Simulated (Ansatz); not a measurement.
Mulliken charges of F$_{2}$H$_{2}$HfO$_{2}$, SMILES `[OH][Hf]([OH])([F])[F]` from ωB97M-V/def2-TZVPP in Ansatz (PBE0-D4/def2-TZVP geometry).

```csv
atom,x (Å),y (Å),z (Å),charge (e)
O1,-1.296,0.725,0.814,-0.442
Hf2,-0.034,0.072,-0.463,1.282
O3,1.383,-0.909,0.363,-0.442
F4,-0.939,-1.066,-1.710,-0.367
F5,0.709,1.553,-1.423,-0.367
H6,-1.851,0.997,1.536,0.168
H7,2.029,-1.374,0.883,0.168
```

Task: By hand: the dipole of these point charges (1 e Å = 4.8032 D).

Result: Σ q r = (0.032, -0.068, 0.442) e Å, of length 0.448 e Å = 2.15 D.

Task: How does the dipole of the full density compare? (An estimate is asked.)

Result: Ansatz gave: (0.050, -0.106, 0.684) e Å, 3.33 D; the point charges give 0.65 times that, at 0° from its direction.

Point charges leave out the atoms' own dipoles, such as those of lone pairs, and Mulliken's split depends on the basis, so the two needn't agree.
